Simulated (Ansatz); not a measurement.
`F[Si]1(F)CS1` + H₂ → `F[SiH]1CS1` + H–F at 298.15 K and 1 bar (hydrogenolysis of the Si–F bond).

Calculated with Ansatz (gas phase, PBE0-D4/def2-TZVP geometries, no zero-point term in ΔE). CCSD(T)/CBS adds triple-zeta CCSD(T) − MP2 to the extrapolated MP2 energy (def2 sets, frozen cores). This one scheme is used for every species.

```tsv
species	CCSD(T)/CBS energy (Eh)	H − E (kJ/mol)	S (J/(mol·K))
`F[Si]1(F)CS1`	-925.82900	108.6	317.3
H₂	-1.17544	35.1	130.4
`F[SiH]1CS1`	-826.56648	120.0	298.1
H–F	-100.39570	33.5	173.6
```

H − E and S are ideal-gas, rigid-rotor, harmonic terms from PBE0-D4/def2-TZVP, for one conformer and one mirror image of each species. The MP2-based limit puts H₂ 0.8 mEh under its directly extrapolated value; such offsets cancel only in part. 1 Eh = 2625.50 kJ/mol, R = 8.31446 J/(mol·K).

Question: By hand: ΔE, ΔH, ΔS and ΔG.

Answer: ΔE = (-826.56648) + (-100.39570) − (-925.82900) − (-1.17544) = 0.04226 Eh = 111.0 kJ/mol. Δ(H − E) = 120.0 + 33.5 − 108.6 − 35.1 = 9.8, so ΔH = 120.8 kJ/mol. ΔS = 298.1 + 173.6 − 317.3 − 130.4 = 24.0 J/(mol·K). ΔG = 120.8 − 298.15 × (24.0)/1000 = 113.6 kJ/mol.

Question: By hand: the equilibrium constant, and the temperature at which ΔG would vanish if ΔH and ΔS stayed fixed.

Answer: log₁₀ K = −ΔG/(RT ln 10) = -19.9. ΔG = 0 at ΔH/ΔS = 5033 K, far beyond where these terms or the molecules hold.

ΔH outweighs TΔS. A doubt of 5 kJ/mol in ΔE shifts log₁₀ K by 0.9 here. Other conformers and mirror images would add mixing entropy, several J/(mol·K) or more a flexible species. These are equilibria of isolated gas molecules and say nothing of rates. Largest T1 diagnostic: 0.012 (customary marks: 0.02 for closed shells, 0.045 for open ones).
